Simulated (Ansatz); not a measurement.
# Four-centre ligand exchange

Start structure (Si5H14O, closed shell), relaxed at PBE0-D4/def2-TZVP:

| atom | x (Å) | y (Å) | z (Å) |
| --- | --- | --- | --- |
| Si1 | -3.1620 | -1.2411 | -0.0594 |
| H2 | -3.2217 | -1.4577 | -1.5261 |
| H3 | -0.3285 | -0.5624 | -2.1455 |
| O4 | -0.2970 | -0.7902 | -1.2144 |
| Si5 | 0.7197 | 0.1172 | -0.2492 |
| Si6 | 0.1681 | 2.3999 | -0.2844 |
| Si7 | 0.5348 | -0.6902 | 1.9396 |
| Si8 | 2.9596 | -0.0846 | -0.9276 |
| H9 | -2.7530 | 0.1550 | 0.2360 |
| H10 | -2.2188 | -2.1976 | 0.5695 |
| H11 | -4.5187 | -1.4642 | 0.5095 |
| H12 | 0.2122 | 2.9230 | -1.6796 |
| H13 | -1.1917 | 2.6480 | 0.2659 |
| H14 | 1.1631 | 3.1503 | 0.5302 |
| H15 | -0.7795 | -0.3606 | 2.5515 |
| H16 | 1.6071 | -0.0305 | 2.7358 |
| H17 | 0.7408 | -2.1625 | 1.9831 |
| H18 | 3.4546 | -1.4797 | -0.7741 |
| H19 | 3.1050 | 0.3076 | -2.3583 |
| H20 | 3.8058 | 0.8203 | -0.1025 |

The step: Si₄H₁₀O ([OH][Si]([SiH3])([SiH3])[SiH3]) + SiH₄ → Si₅H₁₂O ([SiH3][O][Si]([SiH3])([SiH3])[SiH3]) + H₂; bonds formed: Si1–O4, H2–H3; bonds broken: Si1–H2, H3–O4. Ansatz 0.2.0; basis: def2-TZVPP and def2-QZVPP; cores frozen in the correlated methods. Extrapolation: Hartree–Fock as exp(−7.88 √X), correlation as X^−2.97. Energies below are by CCSD(T) at an estimated basis limit (MP2 extrapolated from triple and quadruple zeta, plus CCSD(T) − MP2 in triple zeta).

**Question.** What are the electronic barrier and the energy of the step, from the start structure to the end structure? (Judge from chemistry; the value comes from the calculation.)

**Answer.** Computed: Barrier 158.4 kJ/mol; step energy -77.5 kJ/mol (downhill); reverse barrier, their difference, 235.9 kJ/mol. Barrier and step energy count from the start structure, the reverse barrier from the end structure.

The saddle point: One imaginary mode of 1160i cm⁻¹.
```json
{"pair": "Si1–O4", "start (Å)": "3.12", "saddle (Å)": "1.84", "end (Å)": "1.64"}
{"pair": "H2–H3", "start (Å)": "3.09", "saddle (Å)": "1.19", "end (Å)": "0.75"}
{"pair": "Si1–H2", "start (Å)": "1.48", "saddle (Å)": "1.72", "end (Å)": "4.27"}
{"pair": "H3–O4", "start (Å)": "0.96", "saddle (Å)": "1.09", "end (Å)": "2.72"}
```

Zero-point energy (harmonic, PBE0-D4): ZPE is 319.7 kJ/mol at the start and 312.1 kJ/mol at the saddle, so the barrier goes from 158.4 to 150.8 kJ/mol.

The T1 diagnostic stays at or below 0.015.

Labels in which every atom is bracketed show which atoms are joined, not bond orders.

For scale, one of the runs: CCSD(T)/def2-TZVPP, 437 basis functions, launched by `ansatz run in.yaml --threads 4 --pin off --events-out ev --progress --plain --max-ram 63488MiB --backend cuda --devices 0, --max-vram 37GiB`. Time: 27 s of wall clock on 4 CPU threads of an AMD EPYC 7R13 and a share of one NVIDIA H100; the host was shared. Peak host memory: 1 GiB.
